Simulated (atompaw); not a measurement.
## PBE PAW (atompaw) dataset for chromium (Cr), scalar-relativistic all-electron reference.

atompaw 4.2.0.5 was run on this input:

```
Cr 24
GGA-PBE scalarrelativistic loggrid 1500 logderivrange -7 5 301
4 4 3 0 0 0
4 0 0.5
4 1 0.5
3 2 5
0 0 0
c
c
v
v
c
v
v
v
2
1.65 1.20 1.30 0.90
n
n
y
1.55
n
custom polynom vanderbiltortho besselshape
3 0 ultrasoft
1.25
1.65
1.65
1.65
1.50
1.65
PWSCFOUT
UPFDX 0.0125d0 UPFXMIN -7.d0 UPFZMESH 24.d0
END
```

Command:

```bash
atompaw < Cr.input > Cr.log
```

The program printed (summary file):

```
Completed calculations for Cr (AE)

 Exchange-correlation type: GGA, Perdew-Burke-Ernzerhof

 Radial integration grid is logarithmic
 r0 =   3.4351539E-04 h =   8.2443693E-03   n =      1500 rmax =   8.0000000E+01

 Scalar relativistic calculation

 AEatom converged in  42 iterations
   nz     =  24.00
   delta  =       8.492768748168E-15

 All Electron Orbital energies:
  n  l      occupancy      energy
  1  0      2.0000000E+00 -4.3229665E+02
  2  0      2.0000000E+00 -4.9083128E+01
  3  0      2.0000000E+00 -5.4915547E+00
  4  0      5.0000000E-01 -3.3153682E-01
  2  1      6.0000000E+00 -4.1259741E+01
  3  1      6.0000000E+00 -3.3939656E+00
  4  1      5.0000000E-01 -1.0188305E-01
  3  2      5.0000000E+00 -2.6626359E-01

 Total energy
   Total                    :    -2100.94318067038193

 ---
 Completed calculations for Cr (SC)

 Exchange-correlation type: GGA, Perdew-Burke-Ernzerhof

 Radial integration grid is logarithmic
 r0 =   3.4351539E-04 h =   8.2443693E-03   n =      1500 rmax =   8.0000000E+01

 Scalar relativistic calculation

 SCatom converged in   4 iterations
   nz     =  24.00
   delta  =       2.271082556383E-15

 Valence Electron Orbital energies:
  n  l      occupancy      energy
   3  0      2.0000000E+00 -5.4915547E+00
   4  0      5.0000000E-01 -3.3153682E-01
   3  1      6.0000000E+00 -3.3939656E+00
   4  1      5.0000000E-01 -1.0188305E-01
   3  2      5.0000000E+00 -2.6626359E-01

 Total energy
   Total                    :    -2100.94318067537279
   Valence                  :     -247.41420852778961

 PAW parameters:
       lmax =            2
         rc =    1.6602537862264359
        irc =         1030
   rc_shape =    1.2036536050519497
    rc_vloc =    1.3071221386848191
    rc_core =   0.90186828885050685
   Vloc: Non norm-conserving form with l= 3;e=   0.0000E+00
   Projector type: polynomial pseudization + Vanderbilt ortho.
   Bessel compensation charge shape zeroed at   1.2037E+00

 Number of basis functions     6
 No.   n  nodes  l      Energy         Cp coeff         Occ
  1    3    2    0   -0.5491555E+01  0.1091010E+01  0.2000000E+01
  2    4    3    0   -0.3315368E+00  0.2379077E+02  0.5000000E+00
  3    3    1    1   -0.3393966E+01 -0.2219848E+00  0.6000000E+01
  4    4    2    1   -0.1018830E+00 -0.3646619E+02  0.5000000E+00
  5    3    0    2   -0.2662636E+00  0.1019486E+02  0.5000000E+01
  6  999    1    2    0.1550000E+01  0.9873089E+00  0.0000000E+00

 Eigenvalues of overlap operator (in the basis of projectors):
    1        5.98193631E-01
    2        7.70999750E-01
    3        2.30963349E+00
    4        1.41314934E+02
    5        2.28835503E+02
    6        2.63864048E+03

 Orbital leakage outside PAW augmentation regions
   orb  is_core?  %out_of_sphere
   1 0    T          -0.00
   2 0    T           0.00
   3 0    F           2.99
   4 0    F          94.54
   2 1    T           0.00
   3 1    F           5.93
   4 1    F          98.38
   3 2    F          31.65

 Summary of PAW energies
   Total valence energy     :   -247.41425284740123
   Smooth energy            :     91.56660772089779
   One center               :   -338.98086056829902
   Smooth kinetic           :     44.49172330214910
   Vloc energy              :      2.51380918193676
   Smooth exch-corr         :    -13.55618644878118
   One-center xc            :    -83.62594722439715
```

The run took about 8.7 s on one core of a shared server CPU.
